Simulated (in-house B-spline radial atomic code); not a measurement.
Sr⁺. Computed with a B-spline radial atomic code. Model: non-relativistic spherical atom: semilocal Troullier-Martins pseudo-atom, one channel per l, against all electrons, high spin, G0W0 and RPA with empty states to l = 8, local potential for every l without a channel, a model core (radius 0 = none) keeps its share of the functional.

Without relativity these are model numbers for so heavy an element.

What the tables leave out is listed at the end.

The pseudopotential gives back the lowest level of each angular momentum of its own functional in the configuration it was made in; a second state of the same l is only approximately right. Exact exchange, RPA and GW see the smooth pseudo-orbitals and miss the exchange with the core, for which the functional's share stands in. The column with an uncorrelated core keeps all orbitals and exact exchange, and so separates missing core correlation from pseudisation. Only the three outermost levels and the lowest empty one were computed. RPA here is direct RPA, with no exchange kernel, and its energies carry an (l + 1/2)⁻⁴ tail. A hybrid on a potential with a model core restores only its own semilocal share of the core's exchange.

Command:
```bash
python run_psgw.py task.json out
```
Settings (lengths in bohr, energies in hartree):
```
Z                      38
electrons              37
configuration          [Kr] 5s1
generated_in           [Kr] 5s1
functional             pbe,pbe
core_shells            5
radius_factor          1
core_correction        False
ion_configuration      [Ar] 3d10 4s2 4p6
```

Cost of the run: 73 s on 1 thread of Arm Neoverse N1 (shared host).

Given: made with PBE; model core radius 0 bohr; local radius 1.158 bohr; mean-field start PBE.

Valence shells of the generating configuration: 3d, 4s, 4p, 5s.

Channel: s 1.228, p 1.33, d 1.128 (radii in bohr).

Computed: largest level miss in the spin-unpolarised generating configuration 0.036 eV; valence RPA correlation energy all-electron orbitals -1.1863 hartree; valence RPA correlation energy pseudo -1.3188 hartree; all-electron RPA polarisability, core included 61.077 bohr³; pseudo-atom RPA polarisability 60.256 bohr³; ionisation by mean-field all-electron 11.02 eV; ionisation by mean-field pseudo minus all 0.051 eV.

| level | occupied | mean-field all-electron (eV) | mean-field pseudo minus all (eV) | G0W0 all-electron (eV) | G0W0 uncorrelated core minus all (eV) | G0W0 pseudo minus all (eV) | exchange self-energy all-electron (eV) | exchange self-energy pseudo (eV) |
| --- | --- | --- | --- | --- | --- | --- | --- | --- |
| 5s up | 1 | -8.5487 | -0.036 | -11.334 | -0.004 | -0.093 | -7.8203 | -7.5731 |

Problem. What is the ionisation by RPA all-electron?

Solution. 11.417 eV.

Problem. What is the ionisation by RPA pseudo minus all?

Solution. 0.02 eV.

Given: mean-field start PBE0.

Computed: valence RPA correlation energy all-electron orbitals -1.1346 hartree; valence RPA correlation energy pseudo -1.2767 hartree; all-electron RPA polarisability, core included 51.784 bohr³; pseudo-atom RPA polarisability 51.204 bohr³; ionisation by RPA all-electron 11.248 eV; ionisation by RPA pseudo minus all 0.049 eV.

```csv
level,occupied,mean-field all-electron (eV),mean-field pseudo minus all (eV),G0W0 all-electron (eV),G0W0 uncorrelated core minus all (eV),G0W0 pseudo minus all (eV),exchange self-energy all-electron (eV),exchange self-energy pseudo (eV)
5s up,1,-9.0974,-0.038,-11.298,-0.003,-0.08,-7.7011,-7.4742
5s down (empty),0,-6.8319,-0.031,-5.786,-0.003,-0.01,-1.5289,-1.2714
```

Problem. What is the ionisation by mean-field all-electron?

Solution. 10.895 eV.

Problem. What is the ionisation by mean-field pseudo minus all?

Solution. 0.048 eV.

Given: mean-field start Hartree-Fock.

Computed: valence RPA correlation energy pseudo -1.1745 hartree; all-electron RPA polarisability, core included 39.269 bohr³; pseudo-atom RPA polarisability 38.86 bohr³; ionisation by mean-field all-electron 10.294 eV; ionisation by RPA all-electron 10.992 eV; ionisation by RPA pseudo minus all 0.051 eV.

| level | occupied | mean-field all-electron (eV) | mean-field pseudo minus all (eV) | G0W0 all-electron (eV) | G0W0 uncorrelated core minus all (eV) | G0W0 pseudo minus all (eV) | exchange self-energy all-electron (eV) | exchange self-energy pseudo (eV) |
| --- | --- | --- | --- | --- | --- | --- | --- | --- |
| 5s up | 1 | -10.321 | -0.045 | -11.132 | -0.001 | -0.03 | -7.2322 | -7.0574 |
| 4p down | ? | ? | ? | ? | ? | ? | ? | ? |
| 4p up | 1 | -35.848 | -0.705 | -36.118 | -0.035 | -0.279 | -27.055 | -26.063 |
| 5s down (empty) | 0 | -4.5403 | -0.022 | -5.4687 | -0.001 | -0.01 | -0.83691 | -0.70402 |

Problem. What belongs in the row 4p down?

Solution. occupied: 1; mean-field all-electron (eV): -35.738; mean-field pseudo minus all (eV): -0.694; G0W0 all-electron (eV): -36.022; G0W0 uncorrelated core minus all (eV): -0.036; G0W0 pseudo minus all (eV): -0.272; exchange self-energy all-electron (eV): -27.04; exchange self-energy pseudo (eV): -26.016.

Problem. What is the ionisation by mean-field pseudo minus all?

Solution. 0.047 eV.

Problem. What is the valence RPA correlation energy all-electron orbitals?

Solution. -1.0135 hartree.

Among the listed levels the largest G0W0 shift of the pseudo-atom is -0.28 eV, for 4p up on the Hartree-Fock start, while leaving the core uncorrelated moves that level by -0.04 eV. So pseudisation and the lost core exchange, not the missing core correlation, make the error. Not in the tables (levels of low weight, unsolved or above zero; the highest and the empty levels are kept at any weight): on PBE the G0W0 levels 4p down (pseudo minus all -0.26 eV, weights 0.32 and 0.42), 4p up (pseudo minus all -0.44 eV, weights 0.03 and 0.34), 5s down (pseudo minus all +0.20 eV, weights 0.81 and 0.58); on PBE0 the G0W0 levels 4p down (pseudo minus all -0.26 eV, weights 0.55 and 0.70), 4p up (pseudo minus all -0.26 eV, weights 0.55 and 0.69).
